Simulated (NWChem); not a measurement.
Species: FeHSCl, quintet; SMILES [Cl][Fe][SH]

```xyz
4

Fe     0.0101    -0.0216     0.0000
Cl     0.0107    -2.1789     0.0000
S      0.0534     2.2071     0.0000
H     -1.2986     2.2882     0.0000
```
Atoms are numbered in this order, from 1.

All runs: NWChem. Spin-unrestricted. In the optimisation the excess spin sits in a' and a" (Cs, its own frame). All runs use the structure optimised with PBE0/def2-SVP, spin-unrestricted. The spin multiplicity was typed, not searched, and may not be the lowest. No stability test was run on the SCF state. B3LYP is NWChem's, with the RPA form of VWN correlation.

### Question
Predict the results for B3LYP/def2-TZVPP. Quantities: highest occupied level (eV); lowest empty minus highest occupied level, either spin (eV); dipole (D); <S²>.

### Answer
```json
{
  "highest occupied level (eV)": "-7.42",
  "lowest empty minus highest occupied level, either spin (eV)": "2.94",
  "dipole (D)": "1.10",
  "<S²>": "6.02"
}
```
